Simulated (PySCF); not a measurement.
CH7O2PSi2.
Numbering: `[O:1]=[C:2]([OH:3])[Si@H:4]([SiH3:5])[PH2:6]` (hydrogens: H7 on O3; H8 on Si4; H9, H10, H11 on Si5; H12, H13 on P6)

Method used: PBE0-D3(BJ)/def2-SVP geometry optimisation, gas phase (PySCF).

(1) Give the optimised bond lengths and angles.

## Answers

(1) 
| bond | length (pm) |
| --- | --- |
| O1=C2 | 120.3 |
| C2–O3 | 134.0 |
| C2–Si4 | 193.3 |
| Si4–Si5 | 234.1 |
| Si4–P6 | 226.4 |
| O3–H7 | 97.4 |
| Si4–H8 | 149.5 |
| Si5–H9, Si5–H10, Si5–H11 | 149.4 |
| P6–H12, P6–H13 | 143.0 |

Bonds in one row agree within 1 pm and their mean is given. A selection of angles:
| angle | degrees |
| --- | --- |
| O1–C2–O3 | 122.9 |
| O1–C2–Si4 | 123.0 |
| O3–C2–Si4 | 114.1 |
| C2–O3–H7 | 107.0 |
| C2–Si4–Si5 | 105.9 |
| C2–Si4–P6 | 108.9 |
| C2–Si4–H8 | 105.7 |
| Si5–Si4–P6 | 110.2 |
| Si5–Si4–H8 | 111.2 |
| P6–Si4–H8 | 114.5 |
| Si4–Si5–H9 | 109.6 |
| H9–Si5–H10 | 108.9 |
| Si4–P6–H12 | 93.8 |
| H12–P6–H13 | 93.7 |

Torsions: O1–C2–Si4–Si5 -52° (synclinal); H7–O3–C2–O1 0° (synperiplanar).

The 2 C–O bonds span 1.203 Å (O1=C2, drawn double) to 1.340 Å (C2–O3, drawn single), a spread of 0.137 Å. Si4 (SiH silicon) is distorted tetrahedral (angles from 105.7° to 114.5°). O3 (acid hydroxyl oxygen) is bent (angle 107.0°). P6 (three-coordinate phosphorus) is pyramidal (angles 93.8°, 93.7° and 93.2°, sum 280.8°, 0.87 Å off the plane of its three neighbours). Si5 (SiH3 silicon) is tetrahedral (angles from 108.5° to 110.3°).

Point group: C1 (no symmetry element, even within 0.4 Å). Stationary, but not proved a minimum. The numbers are those of one conformer (O1–C2–O3–H 0°, O1–C2–Si4–Si5 -52°, C2–Si4–P6–H -73° and -167°).
